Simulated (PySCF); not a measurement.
## C$_{4}$H$_{11}$FO$_{2}$Si: full NMR table

```yaml
Formula: C4H11FO2Si
SMILES: CO[Si](C)(CF)OC
InChI: InChI=1S/C4H11FO2Si/c1-6-8(3,4-5)7-2/h4H2,1-3H3
Point_group_of_the_computed_structure: C1
Degrees_of_unsaturation: 0
Carbon_signals: 3
Proton_signals: 3
```

Mapped SMILES: `[CH3:1][O:2][Si:3]([CH3:4])([CH2:5][F:6])[O:7][CH3:8]` (H(Xn): hydrogen on atom n).

PySCF 2.14 calculation with PBE0/pcSseg-1 with gauge-including orbitals and GFN2-xTB structure; one conformer, isolated molecule, one averaged value for each set of equivalent atoms, no relativistic terms.

References, each an isolated molecule treated in the same way: 1H (σ = 31.72 ppm) and 13C (σ = 186.93 ppm) and 29Si (σ = 349.16 ppm) against TMS; 19F (σ = 170.95 ppm) vs CFCl3; H2O for 17O (σ = 336.08 ppm).

| carbon | δC, type | δH (multiplicity) | HMBC from (2–3 bonds) | span of the C tensor (ppm) |
| --- | --- | --- | --- | --- |
| C1/C8 | 52.5, CH3 | 3.85 (s) | – | 77 |
| C4 | -5.9, CH3 | 0.21 (s) | H(C5) | 16 |
| C5 | 82.9, CH2 | 4.65 (m) | H(C4) | 114 |

Other nuclei:
| atoms | nucleus | environment | δ (ppm) | σ (ppm) |
| --- | --- | --- | --- | --- |
| F6 | 19F | fluorine on an sp3 carbon | -317.6 | 488.5 |
| Si3 | 29Si | silicon bonded to 2 C, 2 O | -22.9 | 372.1 |
| O2/O7 | 17O | oxygen bonded to C, Si | 26.0 | 310.1 |

- Carbon types of the structure: 1 × CH2, 3 × CH3, which accounts for all hydrogens.
- δC 82.9: sp3 CH2 bonded to F and Si; pulled downfield by the heteroatom.
- δC 52.5: methyl carbon bonded to O; the inductive effect lowers its shielding.
- δH 4.65: hydrogen on an sp3 CH2 bonded to F and Si; its carbon carries F, an electronegative neighbour.
- δH 3.85: hydrogen on a methyl carbon bonded to O; its carbon carries O, an electronegative neighbour.
- δH 0.21: hydrogen on a methyl carbon bonded to Si; an electropositive neighbour shields it, as in TMS itself.

Splittings by 19F in the carbon and heteronuclear signals aren't shown, as no couplings were computed. Shifts are as computed. Against solution values, carbons near 30 ppm lie about +3 ppm off and those near 130 ppm about +5 ppm. Of 1211 compounds with measured shifts, 218 miss one by over three times the rms of a fit or turn the order of signals round; such compounds aren't used in these exercises. Unscaled 19F shifts against computed CFCl3 carry errors that often reach 10 to 50 ppm. Experimental scales use liquid or dissolved standards, which lie at an offset from isolated H2O (liquid H2O: subtract about 36 ppm). Multiplicities follow the n + 1 count of equivalent neighbours, as no J values were calculated; m marks all less simple cases, F and P coupling included.
